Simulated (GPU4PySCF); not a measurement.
C₁₂F₄N₄, SMILES N#CC(C#N)=c1c(F)c(F)c(=C(C#N)C#N)c(F)c1F.

Geometry optimised at PBE0-D3(BJ)/def2-TZVP.

Vertical ionisation energy (IE) and electron affinity (EA) in eV. Rows of orbital energies are one-electron estimates. Where ΔSCF, EOM or ADC give a negative EA the extra electron is unbound and the value depends on the basis.

```
level                                                IE    EA
-------------------------------------------------  ----  ----
−ε(HOMO), −ε(LUMO), r2SCAN/def2-TZVPD (GPU4PySCF)  7.48  5.88
−ε(HOMO), −ε(LUMO), PBE/def2-TZVPD (GPU4PySCF)     7.29  5.81
```
